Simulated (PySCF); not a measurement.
ClGe, SMILES [Ge][Cl] (connectivity only; charge and spin as stated), charge +1, multiplicity 1. Atoms are numbered in the order given.

```xyz
2

Cl     0.0000     0.0000    -1.3456
Ge     0.0000     0.0000     0.7149
```
Charge +1, spin multiplicity 1.

Coordinates come from a r2SCAN-D4/def2-TZVP optimisation. The spin state was assumed, not searched.

Two levels are set side by side: PBE/pcSseg-2 (PySCF) and HF/pcSseg-2 (PySCF). GIAO shifts against GeH4 (⁷³Ge), HCl (³⁵Cl) at the same level; non-relativistic, no solvent, atoms listed together averaged. Without spin–orbit terms, shifts of atoms bonded to Cl or Br come out too high at both levels. Differences are taken from unrounded values.

| quantity | PBE |
|---|---|
| δ(³⁵Cl) of Cl1 (ppm) | 854.7 |
| δ(⁷³Ge) of Ge2 (ppm) | 663.8 |

Q: These are the PBE values. What does HF give? (Estimate from the structure and the level; the computed values follow.)

A: 
| quantity | HF | PBE minus HF |
|---|---|---|
| δ(³⁵Cl) of Cl1 (ppm) | 684.0 | 170.7 |
| δ(⁷³Ge) of Ge2 (ppm) | 602.9 | 60.9 |

Rough cost on one machine, each run with all the roots and properties that it gave: HF against PBE within a factor of 2.
